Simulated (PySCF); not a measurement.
CH6ClNSi3. Atoms are numbered in the order given.

```xyz
12

Si     2.3716    -0.7240     0.2329
Si     0.2087    -1.3640    -0.3433
N     -0.2400    -0.6436    -1.9514
C     -1.0207     0.3377    -1.6560
Si    -1.3714     0.2408     0.2232
Cl    -0.7880     1.8783     1.3542
H      2.5899    -1.0042     1.6827
H      2.4897     0.7416    -0.0112
H      3.3988    -1.4515    -0.5671
H     -0.0387    -2.8304    -0.2504
H     -1.3831     1.0200    -2.4482
H     -2.7816    -0.0664     0.5887
```

The structure is a stationary point at ωB97X-D3(BJ)/def2-SVP. The structure was generated by enumeration; whether it is a known compound was not checked.

Calculation: HF/pcSseg-1 run with PySCF.

GIAO shieldings, no solvent; atoms alike by connectivity are averaged. δ = σ(ref) − σ: ²⁹Si against TMS (σ = 393.8 ppm); ¹⁵N against NH3 (σ = 267.3 ppm); ¹³C against TMS (σ = 192.6 ppm); ³⁵Cl against HCl (σ = 958.2 ppm); ¹H against TMS (σ = 31.99 ppm), references at their B3LYP-D3(BJ)/def2-TZVP geometries, non-relativistic (without spin–orbit terms, shifts of atoms bonded to Cl or Br come out too high).

Q: Estimate the chemical shifts. (Estimate from the structure and the level; the computed values follow.)

A: 
```csv
nucleus,atoms,count,δ (ppm)
²⁹Si,Si2,1,9.2
²⁹Si,Si5,1,3.8
²⁹Si,Si1,1,-88.6
¹⁵N,N3,1,578.7
¹³C,C4,1,220.8
³⁵Cl,Cl6,1,-47.3
¹H,H11,1,10.37
¹H,H10,1,5.55
¹H,H12,1,5.52
¹H,"H7, H8, H9",3,3.78
```
